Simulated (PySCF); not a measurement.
Compound: C6H10OSi.
Z-matrix (Å and degrees, PBE0-D3(BJ)/def2-SVP geometry), rows numbered from 1:
```
C 
C   1  1.3391
C   2  1.4703  1  128.23
C   3  1.3474  2  119.10  1  -157.88
C   3  1.4839  2  121.94  1    21.50
C   5  1.3442  3  124.57  2    28.10
O   5  1.3562  3  112.49  2  -155.41
Si  7  1.6808  5  127.08  3  -177.05
H   1  1.0919  2  122.44  3    -1.67
H   1  1.0927  2  120.25  3   176.81
H   2  1.0961  1  117.90  3  -175.73
H   4  1.0905  3  121.01  2   177.44
H   4  1.0927  3  120.69  2    -1.72
H   6  1.0928  5  121.76  3   177.29
H   6  1.0878  5  120.64  3    -0.59
H   8  1.4855  7  104.76  5   179.85
H   8  1.4926  7  110.49  5   -60.80
H   8  1.4928  7  110.68  5    60.41
```

Computed, not measured: PySCF 2.14.0, PBE0-D3(BJ)/def2-SVP geometry optimisation, gas phase.

Take the most abundant isotopes and a rigid rotor. The values belong to one conformer with, in the numbering `[CH2:1]=[CH:2][C:3](=[CH2:4])[C:5](=[CH2:6])[O:7][SiH3:8]`, C1–C2–C3–C4 -158°, C2–C3–C5–C6 28°, C3–C5–O7–Si8 -177°.

Give the principal moments of inertia and the rotational constants in MHz.

Ia = 144.85, Ib = 518.33, Ic = 629.44 u·Å²; 505379 MHz·u·Å²/I gives A = 3489, B = 975.0, C = 802.9 MHz.

Classify the top.

An asymmetric top: κ = (2 × 975.0 − 3489 − 802.9)/(3489 − 802.9) = -0.87.

What does the inertial defect say?

Not planar: Δ = Ic − Ia − Ib = -33.75 u·Å². For a rigid frame Δ = −2 Σ m c², so Σ m c² = 16.87 u·Å² lies off the ab plane: 5.91 from hydrogen and 10.96 from heavier atoms. The atom farthest from that plane is 1.21 Å away.

Give the other two planar moments, Paa and Pbb, and the rms extents of the mass along the axes.

Paa = Σ m a² = (Ib + Ic − Ia)/2 = 501.46 and Pbb = Σ m b² = (Ia + Ic − Ib)/2 = 127.98 u·Å². With the mass M = 126.05 u, the rms extents √(P/M) along a, b and c are 1.99, 1.01, 0.37 Å.

Give the coordinates in the principal-axis frame, origin at the centre of mass.

The sense of each axis is arbitrary; atoms in the order of the calculation.
| atom | mass (u) | a (Å) | b (Å) | c (Å) |
| --- | --- | --- | --- | --- |
| C1 | 12.000 | -2.880 | 1.137 | -0.518 |
| C2 | 12.000 | -2.547 | -0.068 | -0.037 |
| C3 | 12.000 | -1.204 | -0.644 | 0.123 |
| C4 | 12.000 | -1.069 | -1.982 | 0.190 |
| C5 | 12.000 | 0.011 | 0.206 | 0.198 |
| C6 | 12.000 | 0.031 | 1.468 | 0.662 |
| O7 | 15.995 | 1.131 | -0.456 | -0.184 |
| Si8 | 27.977 | 2.707 | 0.129 | -0.174 |
| H9 | 1.008 | -2.134 | 1.867 | -0.837 |
| H10 | 1.008 | -3.932 | 1.414 | -0.628 |
| H11 | 1.008 | -3.358 | -0.759 | 0.220 |
| H12 | 1.008 | -0.084 | -2.445 | 0.267 |
| H13 | 1.008 | -1.945 | -2.634 | 0.156 |
| H14 | 1.008 | 0.960 | 2.037 | 0.738 |
| H15 | 1.008 | -0.883 | 1.946 | 1.008 |
| H16 | 1.008 | 3.532 | -0.996 | -0.682 |
| H17 | 1.008 | 2.827 | 1.319 | -1.067 |
| H18 | 1.008 | 3.120 | 0.507 | 1.210 |

List the rotational levels J(Ka,Kc) to J = 4 (MHz).

Above 0(0,0):
J = 1: 1(0,1) 1778, 1(1,1) 4292, 1(1,0) 4464
J = 2: 2(0,2) 5325, 2(1,2) 7676, 2(1,1) 8192, 2(2,1) 15733, 2(2,0) 15742
J = 3: 3(0,3) 10625, 3(1,3) 12746, 3(1,2) 13778, 3(2,2) 21067, 3(2,1) 21110, 3(3,1) 34072, 3(3,0) 34072
J = 4: 4(0,4) 17652, 4(1,4) 19497, 4(1,3) 21216, 4(2,3) 28172, 4(2,2) 28299, 4(3,2) 41200, 4(3,1) 41202, 4(4,1) 59385, 4(4,0) 59385
Those of J = 1 are B + C, A + C and A + B.

Which types of transition are allowed, and where do some lines up to J = 2 fall?

The dipole components are |μa| = 0.34 D, |μb| = 0.26 D, |μc| = 0.11 D. Intensities carry the squares of the components, which stand as 1.00 : 0.59 : 0.11 (a : b : c). Some lines, for components of 0.1 D or more:

| type | branch | J(Ka,Kc) | MHz | lower level (cm⁻¹) |
| --- | --- | --- | --- | --- |
| a | Q | 2(1,1) ← 2(1,2) | 516 | 0.256 |
| b | R | 2(0,2) ← 1(1,1) | 1033 | 0.143 |
| a | R | 1(0,1) ← 0(0,0) | 1778 | 0.000 |
| c | Q | 2(1,2) ← 2(0,2) | 2350 | 0.178 |
| c | Q | 1(1,1) ← 1(0,1) | 2514 | 0.059 |
| b | Q | 1(1,0) ← 1(0,1) | 2686 | 0.059 |
| b | Q | 2(1,1) ← 2(0,2) | 2867 | 0.178 |
| a | R | 2(1,2) ← 1(1,1) | 3384 | 0.143 |
| a | R | 2(0,2) ← 1(0,1) | 3547 | 0.059 |
| a | R | 2(1,1) ← 1(1,0) | 3728 | 0.149 |
| b | R | 1(1,1) ← 0(0,0) | 4292 | 0.000 |
| c | R | 1(1,0) ← 0(0,0) | 4464 | 0.000 |
| b | R | 2(1,2) ← 1(0,1) | 5898 | 0.059 |
| c | R | 2(1,1) ← 1(0,1) | 6414 | 0.059 |
| c | Q | 2(2,1) ← 2(1,1) | 7542 | 0.273 |
| b | Q | 2(2,0) ← 2(1,1) | 7550 | 0.273 |
| b | Q | 2(2,1) ← 2(1,2) | 8058 | 0.256 |
| b | R | 2(2,1) ← 1(1,0) | 11270 | 0.149 |
| c | R | 2(2,0) ← 1(1,0) | 11278 | 0.149 |
| c | R | 2(2,1) ← 1(1,1) | 11442 | 0.143 |
| b | R | 2(2,0) ← 1(1,1) | 11450 | 0.143 |

Whether it is a minimum is left open (no frequencies). Constants of a rigid frame at the computed geometry: no zero-point averaging, no centrifugal distortion. A rigid rotor knows nothing of internal rotation, which can split or shift real lines.
